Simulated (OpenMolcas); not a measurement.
# What dynamic correlation does to the levels of Zn+

* Program: OpenMolcas
* Basis: ANO-RCC-VDZ [5s4p2d]
* Scalar Hamiltonian: DKH2, point nucleus
* Active space: 1 electron in 9 orbitals (RAS2 4s 4p; RAS3 4d, at most 1 electron)
* State averaging: 2S+1 = 2 even, 1 root; 2S+1 = 2 odd, 3 roots
* Spin-orbit coupling: RASSI with atomic mean-field integrals over the reference wave functions, term energies averaged over their components

Methods on the same reference wave functions:
A. RASSCF
B. SS-RASPT2, IPEA 0.25 Eh, imaginary shift 0.1 Eh (closed shells correlated: 3d)

Energies in eV above 4s 2S 1/2, the measured ground level; measured values from NIST Handbook of Basic Atomic Spectroscopic Data.

```tsv
Level	A	B	Measured
4s 2S 1/2	0.0000	0.0000	0.0000
4p 2P* 1/2	5.6615	5.786	6.0109
4p 2P* 3/2	5.7484	5.873	6.1192
```

Deviations, from unrounded energies. A percentage is the sum of absolute deviations over the sum of measured energies, with the sign that they share, or ± where signs differ.

```json
{"Against measurement": "mean absolute deviation (cm-1)", "Levels": "2", "A": "2900", "B": "1900"}
{"Against measurement": "other configurations (%)", "Levels": "2", "A": "-5.9", "B": "-3.9"}
```

B lies closest to measurement on these levels. The largest miss of B in the table is 4p 2P* 3/2, by -2000 cm-1. The ranking rests on the paired levels alone, and a cruder setting can come out closer through cancelling errors.

The lowest spin-free term lies below A's lowest term by 0.240 hartree in B.

With one active electron outside closed inactive shells, the extra shells (4d) add no correlation to the reference. With one active electron the reference holds no correlation, so core polarisation is missing (holds for A). With one active electron, CASPT2 adds the correlation within the correlated inactive shells and between them and that electron, and leaves the splitting within a term as the reference gives it (holds for B). Computed and measured levels are paired by configuration, term and J; levels that our copy of the source lacks, or whose pairing is in doubt (as where it misses far off the trend of its configuration), stay unpaired and out of the deviations. Levels of configurations outside the active space are missing.

* marks odd parity.
